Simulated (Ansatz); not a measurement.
Ansatz results at the PBE0-D4/def2-TZVP geometry: HOMO energy (PBE0/def2-TZVPP) -6.68 eV; HOMO energy (ωB97M-V/def2-TZVPP) -8.58 eV; HOMO–LUMO gap (PBE/def2-TZVPP) 2.82 eV.

**Question.** Which molecule gave them?
A. `[AlH2][O]P`
B. `F[Si]1(F)C=C1`
C. `N[Si](N)([AlH2])[SiH3]`
D. `B[Si]1([GaH2])CC1`

**Answer.** D. The others give `F[Si]1(F)C=C1`: -8.10, -10.30, 4.86; `[AlH2][O]P`: -6.91, -9.13, 3.74; `N[Si](N)([AlH2])[SiH3]`: -6.23, -8.20, 2.44.
